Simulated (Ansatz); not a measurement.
Basis sets compared for SbMe2H (C2H7Sb). Charge 0, multiplicity 1. Geometry PBE0-D4/def2-SVP. Ansatz on 2 threads of Arm Neoverse V2 on a shared host; times are rough, and most runs start from earlier orbitals.

Cartesian coordinates in Å:
```
C -0.752 -0.560 1.317
C 1.093 0.296 -1.154
Sb -0.219 1.273 0.277
H 0.097 -0.876 1.941
H -0.996 -1.357 0.602
H -1.617 -0.377 1.970
H 1.319 0.986 -1.979
H 0.625 -0.613 -1.555
H 2.035 0.030 -0.651
H -1.585 1.199 -0.768
```

In the def2 sets Sb takes a core potential; there is no spin–orbit coupling.

Binding counts from free atoms (C triplet, Sb quartet, H doublet) in the same basis, without a counterpoise term.

```csv
level,functions,energy (Eh),HOMO (eV),LUMO (eV),binding per atom (eV),wall time
PBE-D4/def2-SVP,89,-320.4726,-5.61,-0.43,3.48,1.1 s
PBE0-D4/def2-SVP,89,-320.5046,-6.64,0.34,3.44,1.1 s
```

Estimate the rows for PBE-D4/def2-TZVP (with forces), PBE0-D4/def2-TZVP.


```tsv
level	functions	energy (Eh)	HOMO (eV)	LUMO (eV)	binding per atom (eV)	wall time
PBE-D4/def2-TZVP (with forces)	154	-320.5760	-5.72	-0.78	3.48	2.1 s
PBE0-D4/def2-TZVP	154	-320.6036	-6.72	-0.04	3.44	2.2 s
```
